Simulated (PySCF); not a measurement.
Deprotonation sites of trimethylsilyl fluoride

Molecule: trimethylsilyl fluoride, `C[Si](C)(C)F` (C3H9FSi). Atom numbers as in the mapped SMILES `[CH3:1][Si:2]([CH3:3])([CH3:4])[F:5]`.

Computed at ωB97X-D3(BJ)/ma-def2-TZVP // PBE0-D3(BJ)/ma-def2-SVP with PySCF (density fitting, grid level 2). The prefix ma- adds one diffuse s and one diffuse p function on all atoms but H. Thermal corrections: PBE0-D3(BJ)/ma-def2-SVP frequencies, unscaled, ideal gas at 298.15 K and 1 bar, quasi-RRHO entropy.

```
              site            product  ΔH(acid) / kJ/mol  ΔG(acid) / kJ/mol
C1 (methyl carbon)  [CH2-][Si](C)(C)F               1629               1594
```

ΔH and ΔG refer to AH → A⁻ + H⁺ in the gas phase. Sites whose products fell apart, merged with another or lost in a GFN2-xTB screen aren't listed.

In cyclohexane the product from C1 is solvated 108 kJ/mol more strongly than the parent (electrostatics only).

Measured values (NIST Chemistry WebBook, evaluated or the median of agreeing entries): deprotonation enthalpy (ΔH) 1625 kJ/mol (computed 1629, difference 4); gas-phase acidity (ΔG) 1591 kJ/mol (computed 1594, difference 3).

Hardware: 1 thread of Arm Neoverse V1, shared with other jobs. Command: `OMP_NUM_THREADS=1 python redox_run.py task.json out`. Structures, frequencies and single points: 14 min.
